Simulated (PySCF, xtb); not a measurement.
C2H10OSi3, SMILES O[Si@@H]1C[C@H]([SiH3])[SiH2]1. The values are those of a single conformer.

Harmonic wavenumbers (cm⁻¹) from GFN2-xTB in xtb at its own minimum, in rising order: 46, 116, 146, 159, 198, 250, 284, 338, 381, 425, 484, 494, 521, 547, 616, 635, 660, 701, 745, 782, 788, 794, 806, 818, 856, 888, 1012, 1057, 1093, 1209, 1254, 1498, 2142, 2189, 2213, 2227, 2249, 2257, 2913, 2944, 2990, 3678.

Problem. What does PySCF with B3LYP-D3(BJ)/def2-SVP give at its own minimum? (An estimate is asked for; the answer gives what the named calculation found.)

Solution. 66, 133, 150, 170, 222, 246, 289, 300, 413, 452, 506, 586, 629, 648, 670, 719, 729, 769, 817, 849, 879, 901, 932, 944, 950, 953, 959, 1024, 1082, 1150, 1251, 1425, 2191, 2201, 2209, 2211, 2213, 2229, 3026, 3037, 3094, 3874. Paired by order, the mean absolute difference is 57 cm⁻¹ and the zero-point energies are 66.3 and 68.8 kcal/mol.
